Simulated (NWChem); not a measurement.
System: C4H5Si, doublet; SMILES [C]1=CC=C[SiH2]1

Parts of the log:

```
             Northwest Computational Chemistry Package (NWChem) 7.3.0
             --------------------------------------------------------

 CS  symmetry detected

                             Geometry "geometry" -> ""
                             -------------------------

 Output coordinates in angstroms (scale by  1.889725989 to convert to a.u.)

  No.       Tag          Charge          X              Y              Z
 ---- ---------------- ---------- -------------- -------------- --------------
    1 C                    6.0000    -1.37755284    -0.13117978     0.00000000
    2 C                    6.0000    -0.79052098    -1.34070664     0.00000000
    3 C                    6.0000     0.70662369    -1.29002300     0.00000000
    4 C                    6.0000     1.30027242    -0.06214399     0.00000000
    5 Si                  14.0000    -0.08101232     1.23120134     0.00000000
    6 H                    1.0000    -1.31277838    -2.31458181     0.00000000
    7 H                    1.0000     1.27390595    -2.23841208     0.00000000
    8 H                    1.0000     2.39300899     0.06295429     0.00000000
    9 H                    1.0000    -0.12644896     2.09877067     1.22591900
   10 H                    1.0000    -0.12644896     2.09877067    -1.22591900

 Effective nuclear repulsion energy (a.u.)     189.6979298806

      Symmetry information
      --------------------

 Group name             Cs
 Group number              2
 Group order               2
 No. of unique centers     9

                                 NWChem DFT Module
                                 -----------------

 Summary of "ao basis" -> "ao basis" (spherical)
 ------------------------------------------------------------------------------
       Tag                 Description            Shells   Functions and Types
 ---------------- ------------------------------  ------  ---------------------
 C                          def2-svp                 6       14   3s2p1d
 Si                         def2-svp                 8       18   4s3p1d
 H                          def2-svp                 3        5   2s1p

      Symmetry analysis of basis
      --------------------------

        a'         70
        a"         29

            General Information
            -------------------
          SCF calculation type: DFT
          Wavefunction type:  spin polarized.
          No. of atoms     :    10
          No. of electrons :    43
           Alpha electrons :    22
            Beta electrons :    21
          Charge           :     0
          Spin multiplicity:     2
          Use of symmetry is: on ; symmetry adaption is: on
          Maximum number of iterations: 150
          AO basis - number of functions:    99
                     number of shells:    47
          Convergence on energy requested:  1.00D-06
          Convergence on density requested:  1.00D-05
          Convergence on gradient requested:  5.00D-04

              XC Information
              --------------
                      r^2SCAN Method XC Functional
               r^2SCAN metaGGA Exchange Functional  1.000
                     r^2SCAN Correlation Potential  1.000

             Grid Information
             ----------------
          Grid used for XC integration:  medium
          Radial quadrature: Mura-Knowles
          Angular quadrature: Lebedev.
          Tag              B.-S. Rad. Rad. Pts. Rad. Cut. Ang. Pts.
          ---              ---------- --------- --------- ---------
          C                   0.70       49          10.0       434
          Si                  1.10       88          10.0       590
          H                   0.35       45          12.0       434
          Grid pruning is: on
          Number of quadrature shells:   464
          Spatial weights used:  Erf1

      Superposition of Atomic Density Guess
      -------------------------------------

 Sum of atomic energies:        -441.73418150

      Non-variational initial energy
      ------------------------------

 Total energy =    -444.462758
 1-e energy   =    -981.224367
 2-e energy   =     347.063680
 HOMO         =      -0.197128
 LUMO         =      -0.063934

   Symmetry analysis of molecular orbitals - initial alpha
   -------------------------------------------------------

  Numbering of irreducible representations:

     1 a'          2 a"

  Orbital symmetries:

     1 a'          2 a'          3 a'          4 a'          5 a'
     6 a'          7 a'          8 a"          9 a'         10 a'
    11 a'         12 a'         13 a'         14 a'         15 a'
    16 a"         17 a'         18 a'         19 a"         20 a'
    21 a"         22 a'         23 a"         24 a'         25 a"
    26 a'         27 a'         28 a'         29 a'         30 a"
    31 a'         32 a'

   Symmetry analysis of molecular orbitals - initial beta
   ------------------------------------------------------

  Numbering of irreducible representations:

     1 a'          2 a"

[...]

                         DFT ENERGY GRADIENTS

    atom               coordinates                        gradient
                 x          y          z           x          y          z
   1 C      -2.603197  -0.247894   0.000000   -0.004205   0.001894   0.000000
   2 C      -1.493868  -2.533568   0.000000    0.000240  -0.000201   0.000000
   3 C       1.335325  -2.437790   0.000000   -0.001880  -0.001260   0.000000
   4 C       2.457159  -0.117435   0.000000    0.001471   0.002163   0.000000
   5 Si     -0.153091   2.326633   0.000000    0.000361   0.000219   0.000000
   6 H      -2.480791  -4.373925   0.000000   -0.002104  -0.004268   0.000000
   7 H       2.407333  -4.229985   0.000000    0.002218  -0.003894   0.000000
   8 H       4.522131   0.118966   0.000000    0.004332   0.001148   0.000000
   9 H      -0.238954   3.966101   2.316651   -0.000216   0.002100   0.003072
  10 H      -0.238954   3.966101  -2.316651   -0.000216   0.002100  -0.003072
```

Level: r2SCAN/def2-SVP, spin-unrestricted. In the optimisation the excess spin sits in a' (Cs, its own frame). Structure relaxed at the PBE-D3(BJ)/def2-SVP, spin-unrestricted level. Not confirmed as a minimum by frequencies. No stability test was run on the SCF state.

Problem. Write an input that gives this output.

Solution. This is not unique; one that fits is the input that was run:
```
start job
memory heap 200 mb stack 900 mb global 1100 mb
geometry units angstroms noautoz
  C     -1.380073    -0.112085     0.000000
  C     -0.817895    -1.333362     0.000000
  C      0.679973    -1.313301     0.000000
  C      1.298604    -0.097817     0.000000
  Si    -0.055947     1.223501     0.000000
  H     -1.359956    -2.296355     0.000000
  H      1.227745    -2.273091     0.000000
  H      2.393670     0.004912     0.000000
  H     -0.083635     2.091818     1.225919
  H     -0.083635     2.091818    -1.225919
end
basis spherical
  C library def2-svp
  Si library def2-svp
  H library def2-svp
end
dft
  odft
  mult 2
  xc r2scan
  iterations 150
  mulliken
end
task dft gradient
```
